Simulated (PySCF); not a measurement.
A side-by-side comparison of computed properties.

First species: C₄H₅FO.
Numbering: `[CH3:1][C:2](=[O:3])/[CH:4]=[CH:5]\[F:6]` (hydrogens: H7, H8, H9 on C1; H10 on C4; H11 on C5)

Second species: C5H5ClO3S2.
Geometry (GFN2-xTB, Å), atoms numbered from 1 in this order:
```
atom  x, y, z in Å
C1     3.2159   -0.2857    0.0276
O2     2.0958   -0.2713   -0.8382
C3     0.8891   -0.1623   -0.2721
C4     0.5240   -0.0787    1.0468
C5    -0.8712    0.0278    1.2049
C6    -1.5256    0.0068    0.0151
S7    -3.2414    0.1646   -0.2496
O8    -3.9527   -0.1573    0.9429
O9    -3.6130   -0.4347   -1.4868
Cl10  -3.4202    2.1791   -0.5020
S11   -0.4791   -0.1177   -1.3463
H12    3.1833   -1.1483    0.6985
H13    4.0866   -0.3571   -0.6205
H14    3.2676    0.6341    0.6158
H15    1.2114   -0.0929    1.8713
H16   -1.3783    0.1025    2.1486
```

Levels: PBE0/pcSseg-1 for dipole moment, HOMO energy, LUMO energy and HOMO–LUMO gap; GFN2-xTB for rotational constant A and rotational constant C. Geometries: GFN2-xTB. All species are isolated and taken at one optimised geometry, non-relativistic unless stated. Electronic properties by PySCF.

The conformers computed, where there is a choice (atom-mapped SMILES and torsion angles):
- `[CH3:1][C:2](=[O:3])/[CH:4]=[CH:5]\[F:6]`: C1–C2–C4–C5 0°
- `[CH3:1][O:2][c:3]1[cH:4][cH:5][c:6]([S:7](=[O:8])(=[O:9])[Cl:10])[s:11]1`: C1–O2–C3–C4 -1°, C5–C6–S7–O8 -21°

Values for the first species:

* Dipole moment: 2.85 D
* HOMO energy: -7.49 eV
* LUMO energy: -1.59 eV
* HOMO–LUMO gap: 5.90 eV
* Rotational constant A: 7.392 GHz
* Rotational constant C: 1.923 GHz

(1) Estimate the same properties for the second species, and the change in each.

## Answers

(1) 
| property | first | second | second less first |
| --- | --- | --- | --- |
| dipole moment | 2.85 D | 7.26 D | +4.41 D |
| HOMO energy | -7.49 eV | -7.20 eV | +0.29 eV |
| LUMO energy | -1.59 eV | -1.93 eV | -0.34 eV |
| HOMO–LUMO gap | 5.90 eV | 5.27 eV | -0.63 eV |
| rotational constant A | 7.392 GHz | 1.833 GHz | -5.559 GHz |
| rotational constant C | 1.923 GHz | 0.391 GHz | -1.532 GHz |

On the first: The dipole matches unit charges of opposite sign 0.59 Å apart (1 e·Å = 4.8032 D).

On the second: In atomic units the dipole is 2.86 e·bohr (1 au = 2.5417 D).
